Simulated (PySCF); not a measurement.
GeH8N2Si, SMILES [SiH2]([GeH2][NH2])N.

Geometry: PBE-D3(BJ)/def2-SVP. This is a generated structure with no PubChem entry under its InChIKey; it may be hypothetical. The values are those of a single conformer.

Two levels are set side by side: PBE/def2-TZVP (PySCF) and B3LYP/def2-TZVP (PySCF). Same geometry, gas phase. Differences are taken from unrounded values.

```json
[
 {"quantity": "orbital gap (eV)", "B3LYP": "6.48", "PBE": "4.74", "PBE minus B3LYP": "-1.73"},
 {"quantity": "highest occupied level (eV)", "B3LYP": "-6.95", "PBE": "-5.80", "PBE minus B3LYP": "1.16"},
 {"quantity": "lowest empty level (eV)", "B3LYP": "-0.48", "PBE": "-1.05", "PBE minus B3LYP": "-0.58"},
 {"quantity": "dipole moment (D)", "B3LYP": "2.01", "PBE": "1.94", "PBE minus B3LYP": "-0.07"},
 {"quantity": "mean polarisability (bohr³)", "B3LYP": "76.9", "PBE": "79.4", "PBE minus B3LYP": "2.6"}
]
```

PBE's occupied levels lie high since its potential decays too fast outside the molecule; exact exchange lowers them and widens the gap. PBE's more diffuse valence density responds more strongly to a field. Differences between two approximate levels are no errors against the true value.

Rough cost on one machine, each run with all the roots and properties that it gave: B3LYP against PBE within a factor of 2.
